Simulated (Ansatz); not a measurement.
`[SiH3][O][SnH3]` + CH₃SH → `C[S][SnH3]` + `O[SiH3]` at 700 K and 1 bar (ligand exchange at the Sn–O bond).

Calculated with Ansatz (gas phase, PBE0-D4/def2-TZVP geometries, no zero-point term in ΔE). CBS: MP2 limit from def2 TZ/QZ plus the TZ coupled-cluster correction, frozen cores. This one scheme is used for every species. def2 core potentials past Kr. For Sn outer-core shells are correlated without core-valence functions, which leaves a few kJ/mol of doubt a bond.

```csv
species,CCSD(T)/CBS energy (Eh),H − E (kJ/mol),S (J/(mol·K))
`[SiH3][O][SnH3]`,-581.91447,201.4,473.7
CH₃SH,-438.22835,160.2,309.0
`C[S][SnH3]`,-653.46026,222.9,440.2
`O[SiH3]`,-366.69042,144.6,321.6
```

H − E and S are ideal-gas, rigid-rotor, harmonic terms from PBE0-D4/def2-TZVP. 1 Eh = 2625.50 kJ/mol, R = 8.31446 J/(mol·K).

**Question.** By hand: ΔE, ΔH, ΔS and ΔG.

**Answer.** ΔE = (-653.46026) + (-366.69042) − (-581.91447) − (-438.22835) = -0.00786 Eh = -20.6 kJ/mol. Δ(H − E) = 222.9 + 144.6 − 201.4 − 160.2 = 5.9, so ΔH = -14.7 kJ/mol. ΔS = 440.2 + 321.6 − 473.7 − 309.0 = -20.9 J/(mol·K). ΔG = -14.7 − 700 × (-20.9)/1000 = -0.1 kJ/mol.

**Question.** By hand: the equilibrium constant, and the temperature at which ΔG would vanish if ΔH and ΔS stayed fixed.

**Answer.** log₁₀ K = −ΔG/(RT ln 10) = 0.0. ΔG = 0 at ΔH/ΔS = 703 K.

TΔS isn't small against ΔH here. The sign of ΔG lies within the doubt. A doubt of 5 kJ/mol in ΔE shifts log₁₀ K by 0.4 here. Modes under 60 cm⁻¹, often nearly free rotors, make the harmonic entropy too high. These are equilibria of isolated gas molecules and say nothing of rates. Largest T1 diagnostic: 0.013 (customary marks: 0.02 for closed shells, 0.045 for open ones).
